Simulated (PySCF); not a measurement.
One of the candidates below gave these computed data.

All candidates are C6H11N.

- Polarisability: 80.3 au [CAM-B3LYP/def2-SVPD]
- UV, strongest line: among the 8 lowest singlet transitions: S2 at 6.26 eV (198 nm, f = 0.426) [TDDFT CAM-B3LYP/def2-SVPD]
- UV, first state: lowest singlet excitation: 4.68 eV (265 nm, f = 0.000) [TDDFT CAM-B3LYP/def2-SVPD]
- Dipole: 2.45 D [CAM-B3LYP/def2-SVPD]
- Triplet: lowest triplet excitation (Tamm–Dancoff): 3.64 eV [TDA CAM-B3LYP/def2-SVPD]
- Rotational structure: rotational constants A, B, C: 3.493, 2.020, 1.561 GHz [GFN2-xTB]

Electronic properties: PySCF, gas phase, density fitting. Levels stand in brackets. One conformer (not necessarily the lowest) at the GFN2-xTB geometry, without solvent, vibrations or thermal averaging.

Task: Which candidate is it?
A. `C1=CCCNCC1`
B. `N=C1CCCCC1`
C. `[H]/N=C(/C=C)CCC`
D. `CN[C@@H]1CC12CC2`

Result: C. It is `[H]/N=C(/C=C)CCC`. Numbering: `[H]/[N:4]=[C:3](/[CH:2]=[CH2:1])[CH2:5][CH2:6][CH3:7]`. Its formula, C6H11N, gives 2 degrees of unsaturation: 0 rings and 2 π bonds in the structure found. The optimised geometry has point group C1 and is an asymmetric top.

The others, at the same levels:
- `C1=CCCNCC1` fails: its computed lowest singlet excitation is 5.79 eV (214 nm, f = 0.051) (against 4.68 eV), lowest triplet excitation (Tamm–Dancoff) is 4.16 eV (against 3.64 eV) and strongest line among the 8 lowest singlet transitions is S6 at 7.27 eV (171 nm, f = 0.224) (against S2 at 6.26 eV).
- `CN[C@@H]1CC12CC2` fails: its computed lowest singlet excitation is 5.98 eV (207 nm, f = 0.007) (against 4.68 eV), lowest triplet excitation (Tamm–Dancoff) is 5.79 eV (against 3.64 eV) and strongest line among the 8 lowest singlet transitions is S6 at 7.74 eV (160 nm, f = 0.040) (against S2 at 6.26 eV).
- `N=C1CCCCC1` fails: its computed lowest singlet excitation is 5.33 eV (233 nm, f = 0.002) (against 4.68 eV), lowest triplet excitation (Tamm–Dancoff) is 4.59 eV (against 3.64 eV) and strongest line among the 8 lowest singlet transitions is S3 at 7.83 eV (158 nm, f = 0.160) (against S2 at 6.26 eV).

Each candidate is one conformer, not necessarily the lowest. The conformers computed, where there is a choice (atom-mapped SMILES and torsion angles):
- `[H]/[N:4]=[C:3](/[CH:2]=[CH2:1])[CH2:5][CH2:6][CH3:7]`: C1–C2–C3–N4 171°, C2–C3–C5–C6 -72°, C3–C5–C6–C7 -65°
- `[CH3:1][NH:2][C@@H:3]1[CH2:4][C:5]12[CH2:6][CH2:7]2`: C1–N2–C3–C4 -81°

The conformers of `N=C1CCCCC1` aren't listed.
